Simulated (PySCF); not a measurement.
The free ion V3+ in its d2 configuration.

Method (PySCF 2.14, density fitting): CASSCF(2,5) with orbitals averaged over all microstates of the shell, strongly contracted NEVPT2 on the averaged canonical orbitals; basis x2c-TZVPall; spin-free X2C; gas phase; spin-orbit coupling by state interaction with the mean-field operator over all roots.

Task: Which term lies lowest, and with what spin?

Result: 3F (S = 1, orbital degeneracy 7), by NEVPT2.

Task: List the excited states of the same spin.

Result: By NEVPT2: 3P at 13718 cm⁻¹ (729 nm).

Task: Which is the lowest state of another spin?

Result: 1D at 11492 cm⁻¹ by NEVPT2; CASSCF alone puts it at 13574 cm⁻¹ above the same ground state.

Task: What are the magnetic parameters?

Result: The lowest spin-orbit level is 5-fold with J = 2; the next lies at 321.6 cm⁻¹. μeff is 2.74 μB at 300 K and 1.65 μB at 10 K; the free-ion value g_J√(J(J+1)) for the Hund's-rule level J = 2 is 1.63 μB.

The job took 2.1 s on one thread of Arm Neoverse V1 (shared host), with 48 basis functions, launched as `OMP_NUM_THREADS=1 python lf_run.py task.json out`.
